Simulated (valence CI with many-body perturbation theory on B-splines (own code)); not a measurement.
E1 line list for Ba50+

Method: relativistic CI+MBPT: four valence electrons over a frozen Dirac-Fock core [He], radial functions for each j: 11 s, 11 p, 10 d, 8 f, 5 g, 2 h, with the one-electron correlation potential Σ1 (screened to all orders), the two-electron term Σ2, the three-electron term Σ3, Breit, model QED; selected single and double excitations, second order for the rest, scaled by the run's own slope (own B-spline code, finite nucleus).

No measured spectrum was set against this ion. As an estimate, large intervals hold to a few tenths of a per cent, small ones and those within an open d or f shell to about a per cent. Among the levels kept, up to 910 cm⁻¹ of a level comes from second order outside the variational space, and about a tenth of that is noise between levels of different J, which matters for small intervals.

Lines 101 to 150 of 543 in falling wavelength, among levels below 511.79 Ry, chosen from the strongest by gf and those to the six lowest levels. Wavelengths and rates use the calculated energies. Electric multipoles are in the length gauge, E1 and E2 with the static RPA response of the core. Weak lines are less certain than strong ones. Lines between different terms over intervals too small for the method are left out, as are lines whose strength nearly cancels. The highest levels of a list are the least certain.

Levels are named by their leading jj configuration (3d3/2^4 stands for four electrons in 3d with j = 3/2), which in mixed levels can hold well under half, so a name can repeat and another be missing. Letters in brackets count levels of one name in rising energy.

| λ vac (nm) | Upper | Lower | A (s⁻¹) | S (a.u.) |
| --- | --- | --- | --- | --- |
| 6.691 | (2s 2p1/2 2p3/2^2) J=3 | (2s^2 2p3/2^2) J=2 | 9.14e+09 | 9.46e-03 |
| 6.671 | (2s 2p1/2 2p3/2 3d3/2) J=3 [b] | (2s 2p1/2 2p3/2 3p1/2) J=3 | 3.76e+10 | 3.86e-02 |
| 6.665 | (2s 2p3/2^2 3p3/2) J=2 [c] | (2s 2p3/2^2 3s) J=2 [b] | 3.64e+10 | 2.66e-02 |
| 6.655 | (2s 2p3/2^2 3p3/2) J=2 [b] | (2s 2p3/2^2 3s) J=1 [a] | 7.30e+10 | 5.31e-02 |
| 6.649 | (2s 2p1/2 2p3/2 3p3/2) J=3 [b] | (2s 2p1/2 2p3/2 3s) J=2 [b] | 3.68e+10 | 3.73e-02 |
| 6.636 | (2s 2p3/2^2 3p3/2) J=2 [a] | (2s 2p3/2^2 3s) J=2 [a] | 6.33e+10 | 4.57e-02 |
| 6.613 | (2s 2p1/2 2p3/2 3p3/2) J=4 | (2s 2p1/2 2p3/2 3s) J=3 | 7.85e+10 | 1.01e-01 |
| 6.602 | (2s 2p3/2^2 3p3/2) J=2 [c] | (2s 2p3/2^2 3s) J=1 [b] | 6.47e+10 | 4.59e-02 |
| 6.589 | (2s 2p1/2 2p3/2 3p3/2) J=2 [d] | (2s 2p1/2 2p3/2 3s) J=1 [c] | 9.42e+10 | 6.65e-02 |
| 6.546 | (2s^2 2p1/2 3p3/2) J=2 | (2s^2 2p1/2 3s) J=1 | 1.28e+11 | 8.83e-02 |
| 6.498 | (2p1/2 2p3/2^2 3d3/2) J=3 [b] | (2p1/2 2p3/2^2 3p1/2) J=3 | 4.33e+10 | 4.10e-02 |
| 6.331 | (2s^2 2p3/2 3p3/2) J=2 | (2s^2 2p3/2 3s) J=1 | 7.00e+10 | 4.39e-02 |
| 6.321 | (2s 2p1/2^2 2p3/2) J=2 | (2s^2 2p1/2 2p3/2) J=1 | 9.69e+09 | 6.04e-03 |
| 6.321 | (2p1/2^2 2p3/2 3p3/2) J=0 | (2p1/2^2 2p3/2 3s) J=1 | 1.55e+11 | 1.94e-02 |
| 6.301 | (2p1/2^2 2p3/2 3s) J=2 | (2s 2p1/2 2p3/2 3s) J=2 [c] | 5.08e+10 | 3.14e-02 |
| 6.265 | (2s^2 2p1/2 3p3/2) J=1 | (2s^2 2p1/2 3s) J=1 | 5.68e+10 | 2.07e-02 |
| 6.229 | (2s 2p1/2 2p3/2 3p3/2) J=1 [d] | (2s 2p1/2 2p3/2 3s) J=1 [b] | 8.58e+10 | 3.07e-02 |
| 6.185 | (2s 2p1/2 2p3/2 3p3/2) J=2 [a] | (2s 2p1/2 2p3/2 3s) J=2 [a] | 6.33e+10 | 3.70e-02 |
| 6.175 | (2s^2 2p1/2 3p3/2) J=1 | (2s^2 2p1/2 3s) J=0 | 8.88e+10 | 3.10e-02 |
| 6.152 | (2p1/2 2p3/2^2 3p3/2) J=2 [b] | (2p1/2 2p3/2^2 3s) J=2 [b] | 1.01e+11 | 5.82e-02 |
| 6.149 | (2s 2p1/2^2 3p3/2) J=2 | (2s 2p1/2^2 3s) J=1 | 7.20e+10 | 4.13e-02 |
| 6.137 | (2s^2 2p3/2 3p3/2) J=2 | (2s^2 2p3/2 3s) J=2 | 4.64e+10 | 2.65e-02 |
| 6.072 | (2p1/2^2 2p3/2 3s) J=2 | (2s 2p1/2 2p3/2 3s) J=1 [b] | 4.05e+10 | 2.24e-02 |
| 6.009 | (2s 2p1/2 2p3/2 3d3/2) J=2 [e] | (2s 2p1/2 2p3/2 3p1/2) J=2 [c] | 3.96e+10 | 2.12e-02 |
| 6.009 | (2p1/2 2p3/2^2 3p3/2) J=1 [b] | (2p1/2 2p3/2^2 3s) J=1 [a] | 6.62e+10 | 2.13e-02 |
| 6.000 | (2s 2p1/2 2p3/2 3p3/2) J=3 [b] | (2s 2p1/2 2p3/2 3s) J=3 | 8.32e+10 | 6.21e-02 |
| 5.933 | (2s 2p3/2^2 3p3/2) J=1 [c] | (2s 2p3/2^2 3s) J=1 [b] | 1.41e+11 | 4.35e-02 |
| 5.781 | (2p1/2 2p3/2^2 3p3/2) J=1 [b] | (2p1/2 2p3/2^2 3s) J=2 [a] | 6.35e+10 | 1.82e-02 |
| 5.468 | (2p1/2 2p3/2^2 3d5/2) J=4 | (2s 2p3/2^2 3d5/2) J=5 | 2.52e+10 | 1.83e-02 |
| 5.403 | (2p1/2 2p3/2^2 3p1/2) J=3 | (2s 2p3/2^2 3p1/2) J=3 | 3.65e+10 | 1.99e-02 |
| 5.286 | (2p1/2 2p3/2^2 3s) J=2 [a] | (2s 2p3/2^2 3s) J=3 | 5.28e+10 | 1.93e-02 |
| 5.161 | (2p1/2 2p3/2^2 3s) J=2 [b] | (2s 2p3/2^2 3s) J=2 [a] | 5.82e+10 | 1.98e-02 |
| 5.160 | (2s 2p1/2 2p3/2^2) J=1 [a] | (2s^2 2p3/2^2) J=2 | 1.22e+10 | 2.47e-03 |
| 5.104 | (2p1/2^2 2p3/2 3d5/2) J=3 | (2s 2p1/2 2p3/2 3d5/2) J=4 [b] | 3.72e+10 | 1.71e-02 |
| 5.096 | (2s 2p1/2^2 2p3/2) J=1 | (2s^2 2p1/2 2p3/2) J=2 | 2.58e+10 | 5.06e-03 |
| 5.060 | (2p1/2^2 2p3/2 3p3/2) J=3 | (2s 2p1/2 2p3/2 3p3/2) J=4 | 4.64e+10 | 2.08e-02 |
| 5.041 | (2p1/2^2 2p3/2 3d5/2) J=4 | (2s 2p1/2 2p3/2 3d5/2) J=5 | 4.83e+10 | 2.75e-02 |
| 4.949 | (2s 2p1/2 2p3/2^2) J=2 [b] | (2s^2 2p3/2^2) J=2 | 1.39e+10 | 4.15e-03 |
| 4.501 | (2p1/2^2 2p3/2^2) J=2 | (2s 2p1/2 2p3/2^2) J=3 | 6.99e+10 | 1.57e-02 |
| 2.228 | (2s 2p3/2^2 3p3/2) J=4 | (2s^2 2p3/2 3p3/2) J=3 | 1.50e+11 | 7.37e-03 |
| 2.220 | (2p1/2 2p3/2^2 3d5/2) J=3 | (2s 2p1/2 2p3/2 3d5/2) J=2 [c] | 1.89e+11 | 7.14e-03 |
| 2.219 | (2s 2p3/2^2 3d5/2) J=5 | (2s^2 2p3/2 3d5/2) J=4 | 1.71e+11 | 1.01e-02 |
| 2.210 | (2s 2p3/2^2 3s) J=3 | (2s^2 2p3/2 3s) J=2 | 2.32e+11 | 8.64e-03 |
| 2.204 | (2s 2p3/2^2 3d3/2) J=4 | (2s^2 2p3/2 3d3/2) J=3 | 1.60e+11 | 7.63e-03 |
| 2.190 | (2s 2p3/2^2 3p1/2) J=3 | (2s^2 2p3/2 3p1/2) J=2 | 1.92e+11 | 6.96e-03 |
| 2.173 | (2p1/2 2p3/2^2 3d5/2) J=4 | (2s 2p1/2 2p3/2 3d5/2) J=3 [c] | 3.92e+11 | 1.79e-02 |
| 2.170 | (2s 2p1/2 2p3/2^2) J=2 [a] | (2s^2 2p1/2 2p3/2) J=1 | 2.33e+11 | 5.89e-03 |
| 2.149 | (2p1/2 2p3/2^2 3s) J=2 [a] | (2s 2p1/2 2p3/2 3s) J=1 [c] | 3.78e+11 | 9.26e-03 |
| 2.136 | (2p1/2 2p3/2^2 3d3/2) J=3 [b] | (2s 2p1/2 2p3/2 3d3/2) J=2 [e] | 2.41e+11 | 8.10e-03 |
| 2.135 | (2p1/2 2p3/2^2 3p3/2) J=3 [a] | (2s 2p1/2 2p3/2 3p3/2) J=2 [c] | 3.36e+11 | 1.13e-02 |
